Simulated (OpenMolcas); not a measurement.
**V3+: ligand-field states by method**

V3+ with its 6 nearest fluoride ions at 2.027 Å, on the Zn site of KZnF3 (a = 4.054 Å, distance in the model lattice 2.027 Å). The rest of the host is ab initio model potentials to 7.6 Å and point charges beyond; the distance is set by hand and nothing relaxes, and no local charge compensation is placed. Ligand basis ANO-RCC-VDZP.
```
V     0.0000    0.0000    0.0000
F     2.0270    0.0000    0.0000
F     0.0000    2.0270    0.0000
F    -2.0270    0.0000    0.0000
F     0.0000   -2.0270    0.0000
F     0.0000    0.0000    2.0270
F     0.0000    0.0000   -2.0270
```

| Item | Value |
| --- | --- |
| Program | OpenMolcas |
| Basis | ANO-RCC-VTZP [6s5p3d2f1g] |
| Scalar Hamiltonian | DKH2, point nucleus |
| Active space | 2 electrons in 5 orbitals (3d) |
| State averaging | 2S+1 = 3 even, 10 roots; 2S+1 = 1 even, 15 roots |
| Spin-orbit coupling | state interaction with AMFI integrals over the reference wave functions |

I. CASSCF
II. SS-CASPT2, IPEA 0.25 Eh, imaginary shift 0.1 Eh (closed shells correlated: 3s 3p and the ligand valence shells)

Spin-free states (labels of O, the rotations of Oh) in cm-1, each column counted from its own energy of the first state listed:

```tsv
State	Degeneracy	I	II
3T1	3	0	0
3T2	3	11337	13010
1T2	3	14036	10650
1E	2	14438	11260
3A2	1	24125	27990
3T1	3	24963	23820
1T2	3	27654	25990
1A1	1	27814	22730
1T1	3	30699	29170
1E	2	40347	40570
1A1	1	62268	56320
```

From I to II, I's first state of the same spin (3T2) moves from 11337 to 13010 cm-1, by about +1700 cm-1.

From I to II, I's first state of another spin (1T2) moves from 14036 to 10650 cm-1, by about -3400 cm-1.

I: A least-squares ligand-field fit to the states below 45000 cm-1, each weighted by its degeneracy and with a free common offset, gives 10Dq = 12880 cm-1, B = 1001 cm-1 and C = 3703 cm-1 (C/B = 3.70), with an rms deviation of 84 cm-1. The same method and metal basis give the free ion B = 1080 cm-1 (fit to its terms below 60000 cm-1, rms deviation 55 cm-1), so the nephelauxetic ratio is β = 1001 / 1080 = 0.93; it hangs on how both fits weigh the states, and computed free-ion B values tend to be too large, so β mixes covalency with correlation.

II: A least-squares ligand-field fit to the states below 45000 cm-1, each weighted by its degeneracy and with a free common offset, gives 10Dq = 14860 cm-1, B = 811 cm-1 and C = 2890 cm-1 (C/B = 3.56), with an rms deviation of 243 cm-1. The same method and metal basis give the free ion B = 978 cm-1 (fit to its terms below 60000 cm-1, rms deviation 640 cm-1), so the nephelauxetic ratio is β = 811 / 978 = 0.83; it hangs on how both fits weigh the states, and computed free-ion B values tend to be too large, so β mixes covalency with correlation.

From I to II, 10Dq changes by +15 %, B by -19 % and C by -22 %.

χT at 300 K: I 0.89, II 0.89 cm3 K/mol.

Roots that are degenerate in the reference are averaged as groups; the widest CASPT2 spread within a group is 610 cm-1 (the 3-fold group of multiplicity 3 near 13000 cm-1 above the lowest state of its run, II). Shifts and gaps below about the spread of the groups concerned are not significant. Over all roots computed the reference weight is 0.74 to 0.75 in II; a low but even weight reflects the number of correlated electrons. An orbital triplet at a regular site is open to Jahn-Teller coupling, which can distort the site and quench the lowest spin-orbit gaps and is left out. Ligand-to-metal charge-transfer states are missing. With no ligand orbital active B as a rule stays too high, so bands that hang on it stand too high and its fall with covalency is understated. Without dynamic correlation the repulsion within the d shell is too large (B by tens of per cent), so at a given field states of lower spin stand too high (holds for I). With metal d orbitals alone and no dynamic correlation 10Dq can be off by a tenth to a fifth, either way, in oxide and fluoride hosts (holds for I). With one d shell and no ligand orbital active, 10Dq can be off by a tenth or more (holds for II). The distance lies 3 % over the 1.977 Å that this model takes as the normal distance (a Shannon-type radius plus a fixed donor radius, weighted with the host); by an R⁻⁵ law this alone changes a d-shell field by about -12 %. No measured value stands beside these numbers; the geometry was set by hand and not optimised.
